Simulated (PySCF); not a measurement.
# BP86 on Ar²⁺ (argon, charge +2)

Configuration: [Ne] 3s2 3p4, high-spin 3P determinant. All numbers are calculated (PySCF 2.14, the non-relativistic Hamiltonian (point nucleus), in cc-pV(T+d)Z).

```json
{"Total energy": "-525.9897 hartree", "One-electron energy": "-709.6194 hartree", "Hartree (Coulomb) energy": "213.7465 hartree", "Exchange-correlation energy": "-30.1168 hartree", "Kinetic energy": "524.50141 hartree", "⟨S²⟩": "2.0028", "⟨L²⟩": "2.013", "Sum of ⟨r⟩": "11.79 bohr", "Sum of ⟨r²⟩": "15.62 bohr²", "Traceless quadrupole moment −½Σ⟨3z² − r²⟩ along its main axis": "-0.944 e·bohr²", "Density at the nucleus (Gaussians lack the cusp)": "3790 bohr⁻³", "Spin density at the nucleus": "0.179 bohr⁻³", "Langevin diamagnetic susceptibility": "-12.4 ×10⁻⁶ cm³/mol", "Time after the integrals": "0.19 s of wall time on 1 thread of Neoverse-V2 (shared host)"}
```

```
shell  electrons  mean orbital energy (hartree)  spread (hartree)  rms radius, mean of both spins (bohr)
 1s α          1                     -115.40187                 0                                 0.0998
 1s β          1                     -115.38608                 0                                 0.0998
 2s α          1                      -11.95154                 0                                  0.453
 2s β          1                      -11.93586                 0                                  0.453
 2p α          3                       -9.57226           0.03231                                  0.420
 2p β          3                       -9.55091           0.01416                                  0.420
 3s α          1                       -1.89123                 0                                   1.43
 3s β          1                       -1.78851                 0                                   1.43
 3p α          3                       -1.34146           0.06914                                   1.58
 3p β          1                       -1.25984                 0                                   1.58
```
